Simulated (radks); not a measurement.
The numbers below are computed, except where a source is named.
Spin polarisation of the 4f11 shell in neutral holmium. Start: [Xe] 4f(up 5.5, down 5.5) 6s2; electrons of 4f are moved from spin down to spin up, other shells keep equal spins. Code: a radial shooting solver on a logarithmic mesh with Libxc functionals. Model: non-relativistic Kohn-Sham, TPSS, spin-polarised, spherical densities, point nucleus; meta-GGA in the generalised Kohn-Sham scheme.

| moment (Bohr magnetons) | E - E(0) (eV) | e(4f up) (eV) | e(4f down) (eV) | 6s down minus up (eV) |
|---|---|---|---|---|
| 0 | 0.000 | -7.094 | -7.094 | 0.000 |
| 0.75 | -0.116 | -7.395 | -6.777 | 0.015 |
| 1.5 | -0.464 | -7.682 | -6.445 | 0.030 |
| 2.25 | -1.043 | -7.952 | -6.098 | 0.045 |
| 3 | -1.854 | -8.207 | -5.735 | 0.060 |

At moment 3 the spin-polarisation energy is -1.854 eV and the 4f exchange splitting 2.472 eV, that is 0.824 eV per Bohr magneton; E = -I m^2/4 would give I = 0.824 eV.
